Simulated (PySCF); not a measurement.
**Distorted geometries of [Sm(H2O)4]3+**

[Sm(H2O)4]3+ (singlet in the valence; each metal's 4f electrons, 5 of them, lie in its core potential, out of spins and levels). PySCF 2.14.0, RKS TPSS, Sm lcecp-1-SVP with ECP51, O def2-SVP, H def2-SVP; non-relativistic Hamiltonian with scalar-relativistic core potentials where named; density fitting; no spin-orbit coupling. Relaxed geometry:

```xyz
13

Sm    0.0000    0.0000    0.0000
O     1.3975    1.2997    1.3645
H     1.3303    1.4600    2.3421
H     2.2062    1.8132    1.1036
O    -1.3975   -1.3644    1.2997
H    -2.2062   -1.1036    1.8132
H    -1.3302   -2.3421    1.4600
O     1.3975   -1.2997   -1.3645
H     2.2062   -1.8132   -1.1036
H     1.3303   -1.4600   -2.3421
O    -1.3975    1.3644   -1.2997
H    -1.3302    2.3421   -1.4600
H    -2.2062    1.1036   -1.8132
```

Question: Order these distorted geometries by energy above the relaxed one, lowest first.
A.
```xyz
13

Sm   -0.1095   -0.0265    0.0274
O     1.4401    1.2605    1.6025
H     1.3231    1.5473    2.3004
H     2.2033    1.8423    0.9865
O    -1.5253   -1.3903    1.3939
H    -2.1897   -1.0687    1.9629
H    -1.3454   -2.2511    1.4717
O     1.2944   -1.3862   -1.3667
H     2.2532   -1.7660   -1.2885
H     1.3908   -1.6070   -2.4840
O    -1.2471    1.3224   -1.1329
H    -1.3649    2.3840   -1.5336
H    -2.1232    1.1393   -1.9395
```
B.
```xyz
13

Sm    0.0114    0.0743    0.0310
O     1.3573    1.2848    1.3991
H     1.3474    1.4528    2.3610
H     2.1836    1.8043    1.0272
O    -1.3821   -1.3499    1.2637
H    -2.2448   -1.1615    1.8357
H    -1.3133   -2.3550    1.4332
O     1.4185   -1.3235   -1.3103
H     2.1926   -1.8285   -1.0498
H     1.3465   -1.4264   -2.3166
O    -1.4174    1.3423   -1.3133
H    -1.2857    2.3580   -1.4424
H    -2.2139    1.1284   -1.9185
```
C.
```xyz
13

Sm    0.0511   -0.1321   -0.1869
O     1.3145    1.3665    1.4857
H     1.3189    1.5424    2.5419
H     2.3559    1.9258    1.4464
O    -1.2518   -1.4572    1.2426
H    -2.2524   -0.9833    1.7918
H    -1.5763   -2.3980    1.2736
O     1.4241   -1.3676   -1.5593
H     2.0650   -1.8969   -0.9129
H     1.0626   -1.2976   -2.7373
O    -1.1205    1.3509   -1.3176
H    -1.1110    2.3876   -1.3547
H    -2.2802    0.9595   -1.7133
```

Answer: B (0.32 eV), C (4.94 eV), A (5.20 eV).

Question: Which forces (eV/Å) act in the one that lies 4.94 eV up?

Answer: 
```
Sm   1.41  0.21  1.98
O    4.16  2.28  2.32
H   -0.92 -0.89 -2.46
H   -3.80 -2.15 -0.73
O   -4.68  1.89  1.79
H    4.01 -1.70 -1.88
H    0.53 -0.11 -0.02
O   -2.08  1.23 -1.32
H   -0.52  0.04 -3.26
H    2.86 -1.58  4.31
O   -4.96  0.15 -1.69
H   -0.37 -1.55 -0.26
H    4.37  2.17  1.23
```
Forces carry noise of the integration grid, about 0.01 to 0.03 eV/Å.

No frequency check is given that shows the relaxed geometry to be a minimum. An lcecp potential fixes the number of 4f electrons, so in runs with it no electron can move into or out of that shell.
